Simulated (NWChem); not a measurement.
System: C3H4BFO; SMILES CC#CB(O)F

NWChem printed, in part:

```
             Northwest Computational Chemistry Package (NWChem) 7.3.0
             --------------------------------------------------------

                             Geometry "geometry" -> ""
                             -------------------------

 Output coordinates in angstroms (scale by  1.889725989 to convert to a.u.)

  No.       Tag          Charge          X              Y              Z
 ---- ---------------- ---------- -------------- -------------- --------------
    1 C                    6.0000    -0.03269700     3.01697400     0.00740500
    2 C                    6.0000    -0.01101700     1.56690500    -0.01149200
    3 C                    6.0000     0.01004800     0.34933300    -0.02492200
    4 B                    5.0000     0.02612300    -1.17676400    -0.04395300
    5 O                    8.0000     1.16440300    -1.86394000     0.17854300
    6 F                    9.0000    -1.10290800    -1.85392000    -0.28449400
    7 H                    1.0000     0.02549000     3.39181000     1.04145100
    8 H                    1.0000    -0.95677500     3.40989200    -0.44411400
    9 H                    1.0000     0.82405300     3.43111600    -0.54674900
   10 H                    1.0000     1.02654300    -2.81744700     0.13647300

 Effective nuclear repulsion energy (a.u.)     187.0192376654

                                 NWChem DFT Module
                                 -----------------

 Summary of "ao basis" -> "ao basis" (spherical)
 ------------------------------------------------------------------------------
       Tag                 Description            Shells   Functions and Types
 ---------------- ------------------------------  ------  ---------------------
 C                          def2-svp                 6       14   3s2p1d
 B                          def2-svp                 6       14   3s2p1d
 O                          def2-svp                 6       14   3s2p1d
 F                          def2-svp                 6       14   3s2p1d
 H                          def2-svp                 3        5   2s1p

            General Information
            -------------------
          SCF calculation type: DFT
          Wavefunction type:  closed shell.
          No. of atoms     :    10
          No. of electrons :    44
           Alpha electrons :    22
            Beta electrons :    22
          Charge           :     0
          Spin multiplicity:     1
          Use of symmetry is: off; symmetry adaption is: off
          Maximum number of iterations: 150
          AO basis - number of functions:   104
                     number of shells:    48
          Convergence on energy requested:  1.00D-06
          Convergence on density requested:  1.00D-05
          Convergence on gradient requested:  5.00D-04

              XC Information
              --------------
                         B3LYP Method XC Potential
                     Hartree-Fock (Exact) Exchange  0.200
                        Slater Exchange Functional  0.800 local
                    Becke 1988 Exchange Functional  0.720 non-local
              Lee-Yang-Parr Correlation Functional  0.810
                  VWN I RPA Correlation Functional  0.190 local

             Grid Information
             ----------------
          Grid used for XC integration:  medium
          Radial quadrature: Mura-Knowles
          Angular quadrature: Lebedev.
          Tag              B.-S. Rad. Rad. Pts. Rad. Cut. Ang. Pts.
          ---              ---------- --------- --------- ---------
          C                   0.70       49          13.0       434
          B                   0.85       49          12.0       434
          O                   0.60       49          13.0       434
          F                   0.50       49          13.0       434
          H                   0.35       45          14.0       434
          Grid pruning is: on
          Number of quadrature shells:   474
          Spatial weights used:  Erf1

[...]

                     NWChem Electrostatic Potential Fit Module
                     -----------------------------------------

 Atom parameters

 Number of atoms is                                   10
 Number of basis functions is                        104

 Grid parameters

 Maximum number of grid points is                  42335
 Number of grid points is                          42334
 Grid range                                     0.300000 nm
 Grid spacing                                   0.020000 nm
 Probe radius                                   0.070000 nm
 Atom radius factor                             1.000000

 Atomic radii

    1    0.100000
    5    0.158000
    6    0.147000
    8    0.136000
    9    0.128000
 FASTESP  F
  using M.O. file = ./job.movecs

    Atom              Coordinates                           Charge

                                                  ESP

    1 C    -0.003270    0.301697    0.000741   -0.021948
    2 C    -0.001102    0.156691   -0.001149    0.083259
    3 C     0.001005    0.034933   -0.002492   -0.464086
    4 B     0.002612   -0.117676   -0.004395    0.848508
    5 O     0.116440   -0.186394    0.017854   -0.643217
    6 F    -0.110291   -0.185392   -0.028449   -0.359165
    7 H     0.002549    0.339181    0.104145    0.054918
    8 H    -0.095678    0.340989   -0.044411    0.047696
    9 H     0.082405    0.343112   -0.054675    0.053654
   10 H     0.102654   -0.281745    0.013647    0.400382
                                            ------------
                                               -0.000000

 Dipole moment                                  0.359646

 Quadrupole moment Qxx                        -16.954720
                   Qyy                         24.371329
                   Qzz                         -7.416609

 RMS deviation kJ/mol                           0.051589

 RRMS %                                        24.253879
```

Level: B3LYP/def2-SVP. Structure relaxed at the PBE0/def2-SVP level.

Problem. Which NWChem input produces such a log?

Solution. One answer among several that fit: the input that was run:
```
start job
memory heap 200 mb stack 900 mb global 1100 mb
geometry units angstroms noautosym nocenter noautoz
  C     -0.032697     3.016974     0.007405
  C     -0.011017     1.566905    -0.011492
  C      0.010048     0.349333    -0.024922
  B      0.026123    -1.176764    -0.043953
  O      1.164403    -1.863940     0.178543
  F     -1.102908    -1.853920    -0.284494
  H      0.025490     3.391810     1.041451
  H     -0.956775     3.409892    -0.444114
  H      0.824053     3.431116    -0.546749
  H      1.026543    -2.817447     0.136473
end
basis spherical
  * library def2-svp
end
dft
  xc b3lyp
  iterations 150
  mulliken
end
task dft energy
esp
  recalculate
  probe 0.07
  range 0.3
  factor 1.0
  spacing 0.02
end
task esp
```
